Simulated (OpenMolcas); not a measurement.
# Cr3+: moving or changing the point charges

Cr3+ among 6 point charges of -2 e arranged as a trigonal antiprism (D3d), 1.72 Å from the ion, with a polar angle of 47.6° against the regular 54.74°.

```yaml
Program: OpenMolcas
Method: CASSCF
Basis: ANO-RCC-VDZP [5s4p2d1f]
Scalar_Hamiltonian: DKH2, point nucleus
Active_space: 3 electrons in 5 orbitals (3d)
State_averaging: 2S+1 = 4 even, 10 roots; 2S+1 = 2 even, 40 roots
Spin-orbit_coupling: state interaction with AMFI integrals over the reference wave functions
```

Runs around this geometry, states (labels of D3, the rotations of D3d). Energies in cm-1 above the lowest state or level, χT in cm3 K/mol.

| R (Å) | q (e) | Polar angle / regular | Ground state | First state of that spin | First gap with spin-orbit (degeneracies) | χT at 300 K | First state of another spin |
| --- | --- | --- | --- | --- | --- | --- | --- |
| 1.72 | -1.3 | 0.87 | 4A2 | 4E 5613 | 15.6 (2, 2) | 1.740 | 2E 18693 |
| 1.72 | -2 | 0.87 | 4A2 | 4E 8786 | 10.2 (2, 2) | 1.795 | 2E 18418 |
| 1.8 | -2 | 0.87 | 4A2 | 4E 7145 | 13.1 (2, 2) | 1.772 | 2E 18467 |
| 1.72 | -2 | 0.94 | 4A2 | 4E 9150 | 5.4 (2, 2) | 1.792 | 2E 19103 |

Taking the first state of the same spin as R^-n, n = -ln(7145 / 8786) / ln(1.8 / 1.72) = 4.5 between the shortest and longest distance.

Scaling the charges by -1.3 / -2 = 0.65 scales the first state of the same spin by 5613 / 8786 = 0.64; with fixed orbitals a first-order splitting would follow the charge.

Without dynamic correlation the repulsion within the d shell is too large (B by tens of per cent), so at a given field states of lower spin stand too high. This is an electrostatic model: the charges have no orbitals. No measured value stands beside these numbers.
